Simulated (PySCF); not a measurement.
**SMILES ClC[C@@]1(F)C=CC(=O)C1, C₆H₆ClFO**

Geometry (Å), atoms numbered from 1 in this order:
```xyz
15

O     2.5368   -0.1217    1.4487
C     1.6441   -0.0318    0.6508
C     1.4080    1.0652   -0.3116
C     0.2665    0.8849   -0.9668
C    -0.4648   -0.3481   -0.5026
F    -0.7717   -1.1609   -1.5898
C    -1.8077   -0.0065    0.1514
Cl   -1.5536    1.0523    1.5553
C     0.5241   -1.0422    0.4356
H     2.0982    1.8812   -0.4273
H    -0.1546    1.5119   -1.7331
H    -2.3002   -0.9179    0.4918
H    -2.4484    0.5170   -0.5590
H     0.9337   -1.9297   -0.0499
H     0.0852   -1.3457    1.3846
```

Level of theory: GIAO CAM-B3LYP/pcSseg-1 magnetisability, rotational g tensor and spin-rotation constants, non-relativistic, gas phase (PySCF). Geometry: GFN2-xTB.

How diamagnetic is it, and how anisotropic?

Isotropic -1271 × 10⁻³⁰ J/T², or -76.5 × 10⁻⁶ cm³/mol; principal values -1546, -1178, -1089 × 10⁻³⁰ J/T², anisotropy 419 × 10⁻³⁰ J/T² (root of half the summed squared differences of the principal values). The susceptibility is in cgs units.

Split it along the inertial axes a, b, c into diamagnetic and paramagnetic parts about the centre of mass, with the quadrupole moment.


| axis | χ (10⁻⁶ cm³/mol) | diamagnetic (10⁻⁶ cm³/mol) | paramagnetic (10⁻⁶ cm³/mol) | summed x² of all electrons (Å²) | quadrupole Θ (D Å) |
| --- | --- | --- | --- | --- | --- |
| a | -73.1 | -755.0 | 681.9 | 179.8 | -4.40 |
| b | -87.8 | -1004.1 | 916.3 | 121.0 | -7.05 |
| c | -68.7 | -1276.2 | 1207.4 | 56.9 | +11.46 |

Anisotropies 2χaa − χbb − χcc = +10.4 and 2χbb − χaa − χcc = -33.8 × 10⁻⁶ cm³/mol. Θ is traceless in Buckingham's convention.

And the rotational g tensor?


| axis | rotational constant (GHz) | g | nuclear part | electronic part |
| --- | --- | --- | --- | --- |
| a | 1.7229 | -0.0271 | 0.5249 | -0.5519 |
| b | 1.2799 | -0.0103 | 0.5407 | -0.5510 |
| c | 0.9393 | -0.0208 | 0.5120 | -0.5328 |

Asymmetric top; isotopes 12C, 35Cl, 19F, 1H, 16O; no vibrational averaging.
